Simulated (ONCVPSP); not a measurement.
# molybdenum: variants of one ONCV potential

Base potential:

* Element: Mo
* Generator: ONCVPSP 4.0.1
* Type: optimised norm-conserving Vanderbilt (ONCV)
* Functional: LDA (Perdew-Wang 92)
* Relativity: non-relativistic
* Frozen core: [Ar] 3d10
* Valence charge: 14
* Reference configuration: 4s2 4p6 4d5 5s0.5 (charge +0.5)
* Partial waves: 4s+5s: rc 1.90 bohr, ncon 4, nbas 7, qcut 5.5 1/bohr, 2 projectors; 4p: rc 2.00 bohr, ncon 3, nbas 7, qcut 6.8 1/bohr, 2 projectors, debl 2.5 Ha; 4d: rc 1.55 bohr, ncon 4, nbas 9, qcut 5.5 1/bohr, 1 projector
* Local potential: polynomial inside 1.15 bohr (lpopt 5, dvloc0 -1 Ha)
* Core correction: Teter function, fcfact 3, rcfact 1

Cutoffs, loose and tight: the cutoffs (Ha) at which the residual kinetic energy of the hardest occupied pseudo-wave falls to 1 and 0.1 mHa per electron. They do not see the model core or the augmentation charge, which bear on the density cutoff. Test errors are all-electron minus pseudo excitation energies from the reference, over the configurations 4s2 4p6 4d5 5s1; 4s2 4p6 4d5 5s0; 4s2 4p6 4d4 5s0; 4s2 4p6 4d3 5s0. A dash means not determined; rows that change the core or the reference have their own tests.

```csv
change,outcome,"cutoff, loose","cutoff, tight",bound ghosts,GHOST(+) flags above zero,largest test error (meV)
base,generated,30 Ha,118 Ha,none,s,+14
"core correction Teter function, fcfact 3, rcfact 1.08",generated,30 Ha,118 Ha,none,s,+14
"core correction Teter function, fcfact 3, rcfact 1.26",generated,30 Ha,118 Ha,none,s,+14
"core correction Teter function, fcfact 3, rcfact 1.38",generated,30 Ha,118 Ha,none,s,+13
"core correction Teter function, fcfact 3, rcfact 1.52",generated,30 Ha,118 Ha,none,s,+11
"core correction Teter function, fcfact 3, rcfact 1.86",generated,30 Ha,118 Ha,none,s,-4.5
"core correction Teter function, fcfact 3, rcfact 2.06",generated,30 Ha,118 Ha,none,s,-31
```

**Question.** What comes out with this change to the base: core correction Teter function, fcfact 3, rcfact 1.66?

**Answer.** outcome: generated; cutoff, loose: 30 Ha; cutoff, tight: 118 Ha; bound ghosts: none; GHOST(+) flags above zero: s; largest test error (meV): +7.4.

**Question.** What comes out with this change to the base: core correction Teter function, fcfact 3, rcfact 1.76?

**Answer.** outcome: generated; cutoff, loose: 30 Ha; cutoff, tight: 118 Ha; bound ghosts: none; GHOST(+) flags above zero: s; largest test error (meV): +2.7.

Reading the sweep of the rcfact (base included, trends over the rows without a ghost): The loose cutoff stays near 30 Ha. The median size of the test errors (rows with all tests solved) is not monotonic: lowest 0.3 meV at 1.76, highest 2.7 meV at 2.06.
